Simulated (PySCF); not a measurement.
C₂H₆ClFOSi.

```xyz
12

C     -2.0894    -0.3466    -0.9137
C     -1.1397    -0.7861     0.1911
O     -1.3820    -0.1281     1.4119
Si     0.6554    -0.4457    -0.2608
F      1.6332    -0.9606     0.9205
Cl     0.9424     1.5738    -0.4992
H     -2.0170     0.7398    -1.0738
H     -3.1330    -0.5836    -0.6456
H     -1.8734    -0.8564    -1.8663
H     -1.2090    -1.8911     0.3060
H     -2.2875    -0.3152     1.6835
H      1.0561    -1.1408    -1.5098
```
Charge 0, spin multiplicity 1.

The structure is a stationary point at PBE0-D3(BJ)/def2-SVP. The structure was generated by enumeration; whether it is a known compound was not checked. One conformer was computed; it need not be the lowest.

These are KT2/pcSseg-1 run with PySCF values and carry that method's errors. Non-relativistic, no solvent.

Q: Give the absolute GIAO shielding of each atom: isotropic value and principal components (ppm). (Estimate from the structure and the level; the computed values follow.)

A: 
```tsv
atom	σ(iso)	σ11	σ22	σ33	span
C1	163.1	147.6	158.7	183.0	35.4
C2	117.9	95.0	104.6	154.0	58.9
O3	280.8	243.5	290.6	308.3	64.8
Si4	347.6	304.9	355.7	382.2	77.4
F5	315.6	255.3	313.7	377.7	122.5
Cl6	907.3	743.1	965.8	1013.1	270.0
H7	29.8	25.4	30.3	33.8	8.4
H8	30.1	26.5	27.6	36.0	9.5
H9	30.1	26.0	27.9	36.5	10.4
H10	27.3	24.0	26.6	31.4	7.4
H11	31.4	22.7	28.3	43.2	20.5
H12	25.8	22.8	23.1	31.4	8.6
```
